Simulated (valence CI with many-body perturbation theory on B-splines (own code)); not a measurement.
## Yb²¹⁺: M1 decay

Calculated by configuration interaction combined with many-body perturbation theory (CI+MBPT): three valence electrons over a frozen Dirac-Fock core [Kr] 4d10, radial functions for each j: 8 s, 8 p, 9 d, 9 f, 6 g, 3 h, 2 i, with the one-electron correlation potential Σ1, the two-electron term Σ2, the three-electron term Σ3, Breit, model QED; selected CI, second order for the rest (own B-spline code, finite nucleus).

No measured spectrum was set against this ion. As an estimate, terms of the open shell hold to a few per cent of their energy, and close levels can change places. Core correlation moves these levels by up to 44000 cm⁻¹, and in measured spectra 5 to 20 % of such shifts remained as error; rates that hang on mixing are uncertain with them.

Lines 1 to 50 of 120 in falling wavelength, among levels below 610180 cm⁻¹, chosen from the decays that carry over 1 % of a level's rate. Wavelengths and rates use the calculated energies, so an error of 2000 cm⁻¹ moves a line at 2685 nm by 54 % and its rate by three times that or more. Weak lines are less certain than strong ones. Lines between different terms over intervals too small for the method are left out, as are lines whose strength nearly cancels. Where a level lies close to another of its J and parity, the split of strength between their lines is uncertain.

Names give the largest LS component (configuration and term), which can be under half, so a name can repeat, a term be missing and a line seem to break the LS rules; names also repeat where a configuration has a term twice. Letters in brackets count levels of one name in rising energy.

```tsv
λ vac (nm)	Upper	Lower	Type	A (s⁻¹)	Branch %
2685	4f3 4S°_3/2	4f3 4F°_5/2	M1	2.32e-01	1.5
2457	4f3 4G°_5/2	4f3 4F°_7/2	M1	3.60e-01	5.4
2440	4f3 4F°_7/2	4f3 4F°_5/2	M1	1.55e+00	11.6
2307	4f3 2L°_17/2	4f3 2L°_15/2	M1	7.51e-01	1.0
2064	4f3 4G°_7/2	4f3 4G°_5/2	M1	2.20e+00	4.1
1874	4f3 4D°_3/2	4f3 2D°_5/2 [a]	M1	1.94e+00	4.5
1359	4f3 4D°_1/2	4f3 4D°_3/2	M1	1.63e+01	27.4
1286	4f3 4F°_7/2	4f3 2H°_9/2 [a]	M1	4.33e+00	32.5
1224	4f3 4G°_5/2	4f3 4F°_5/2	M1	6.62e-01	9.9
1217	4f3 4F°_5/2	4f3 4F°_3/2	M1	1.79e+01	100.0
1191	4f3 4G°_11/2	4f3 4G°_9/2	M1	1.23e+01	24.0
1164	4f3 2I°_11/2	4f3 4G°_11/2	M1	4.84e+00	4.4
1158	4f3 2I°_13/2	4f3 2I°_11/2	M1	5.41e+00	5.8
1131	4f3 4F°_9/2	4f3 4F°_7/2	M1	9.56e+00	8.1
1122	4f3 4G°_7/2	4f3 4F°_7/2	M1	4.23e+00	7.8
1065	4f3 2K°_15/2	4f3 2K°_13/2	M1	7.80e+00	4.1
992.8	4f3 2D°_5/2 [a]	4f3 2D°_3/2 [a]	M1	1.40e+00	1.2
969.6	4f3 4I°_15/2	4f3 4I°_13/2	M1	3.32e+01	100.0
916.2	4f3 4D°_3/2	4f3 2P°_1/2	M1	3.74e+00	8.6
886.0	4f3 4I°_13/2	4f3 4I°_11/2	M1	6.54e+01	100.0
866.2	4f3 4G°_9/2	4f3 4G°_7/2	M1	4.35e+01	38.5
861.0	4f3 4G°_9/2	4f3 4F°_9/2	M1	3.37e+00	3.0
837.6	4f3 4S°_3/2	4f3 4F°_3/2	M1	1.50e+01	98.5
809.0	4f3 4I°_11/2	4f3 4I°_9/2	M1	7.39e+01	100.0
768.5	4f3 4G°_7/2	4f3 4F°_5/2	M1	3.04e+01	56.1
718.6	4f3 2G°_7/2 [a]	4f3 4G°_5/2	M1	4.83e+01	41.4
715.1	4f3 2D°_3/2 [b]	4f3 2D°_5/2 [a]	M1	1.60e+01	4.9
711.8	4f3 2G°_9/2 [a]	4f3 2G°_7/2 [a]	M1	3.51e+01	15.0
711.6	4f3 4D°_7/2	4f3 4D°_5/2	M1	3.34e+01	48.1
676.5	4f3 4D°_5/2	4f3 2D°_3/2 [a]	M1	2.58e+01	18.7
649.0	4f3 4D°_3/2	4f3 2D°_3/2 [a]	M1	7.60e-01	1.7
628.8	4f3 4D°_5/2	4f3 2G°_7/2 [a]	M1	2.09e+00	1.5
610.5	4f3 4G°_5/2	4f3 4F°_3/2	M1	5.17e+00	77.5
601.6	4f3 4F°_9/2	4f3 2H°_9/2 [a]	M1	6.26e+01	52.9
599.1	4f3 4G°_7/2	4f3 2H°_9/2 [a]	M1	7.63e+00	14.1
588.6	4f3 2I°_11/2	4f3 4G°_9/2	M1	1.91e+01	17.4
580.5	4f3 2I°_13/2	4f3 4G°_11/2	M1	2.84e+00	3.0
559.3	4f3 4G°_11/2	4f3 2H°_11/2 [a]	M1	1.48e+01	28.9
556.0	4f3 2G°_7/2 [a]	4f3 4F°_7/2	M1	3.25e+01	27.8
547.2	4f3 4D°_1/2	4f3 2P°_1/2	M1	1.06e+01	17.8
533.3	4f3 2H°_11/2 [a]	4f3 2H°_9/2 [a]	M1	5.61e+01	38.9
533.0	4f3 4D°_7/2	4f3 2D°_5/2 [a]	M1	1.96e+01	28.2
513.3	4f3 2D°_3/2 [a]	4f3 4S°_3/2	M1	1.08e+02	51.7
511.2	4f3 2D°_3/2 [b]	4f3 2P°_1/2	M1	5.11e+01	15.7
499.8	4f3 4G°_11/2	4f3 4F°_9/2	M1	8.90e-01	1.7
493.4	4f3 2D°_5/2 [a]	4f3 4G°_7/2	M1	1.61e+01	14.1
488.8	4f3 4G°_9/2	4f3 4F°_7/2	M1	6.43e+00	5.7
474.8	4f3 2G°_9/2 [a]	4f3 2H°_11/2 [a]	M1	2.37e+01	10.2
455.3	4f3 2H°_9/2 [a]	4f3 4I°_11/2	M1	2.83e+01	19.5
455.1	4f3 2L°_15/2	4f3 2K°_15/2	M1	6.57e+01	32.7
```
